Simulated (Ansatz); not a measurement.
Reactions of `CO[Si](N)(F)F`.

Isolated molecules relaxed with PBE0-D4/def2-TZVP in Ansatz; ΔE leaves out vibrations. CCSD(T)/CBS adds triple-zeta CCSD(T) − MP2 to the extrapolated MP2 energy (def2 sets, frozen cores). This one scheme is used for every species, atoms too. No spin–orbit coupling; open shells (•) take unrestricted orbitals. Spin–orbit coupling would lower the free atoms: a little for F. Bonds to Ti are less sure, by a few kJ/mol each and by 10 to 20 or more in all where they break to atoms, as the def2 sets lack core-valence functions. Scalar relativity is left out up to krypton. Each species was taken in one conformer, which may not be the lowest.

Problem. Order these by ΔE at CCSD(T)/CBS, lowest first. (An estimate is asked.)
A. `CO[Si](N)(F)F` + `C=C` → `C=C[Si](N)(F)OC` + H–F
B. `CO[Si](N)(F)F` → `N[SiH2]C(O)(F)F`
C. `CO[Si](N)(F)F` → F• + `CO[Si](N)F`•
D. `CO[Si](N)(F)F` + `[OH][Ti]([F])([Cl])[Cl]` → `CO[Si](F)(F)F` + `[NH2][Ti]([OH])([Cl])[Cl]`
E. `CO[Si](N)(F)F` → `N[SiH](F)F` + `C=O`
F. `CO[Si](N)(F)F` + CH₃NH₂ → `CN[Si](N)(F)F` + CH₃OH
G. `CO[Si](N)(F)F` + H–F → `N[Si](F)(F)F` + CH₃OH
H. `CO[Si](N)(F)F` + HCl → `CO[Si](N)(F)Cl` + H–F

Solution. G (-33.5 kJ/mol), D (+0.4 kJ/mol), F (+38.1 kJ/mol), H (+50.1 kJ/mol), A (+149.2 kJ/mol), E (+225.4 kJ/mol), B (+521.7 kJ/mol), C (+707.0 kJ/mol).

Largest T1 diagnostic: 0.024, for `[NH2][Ti]([OH])([Cl])[Cl]`.
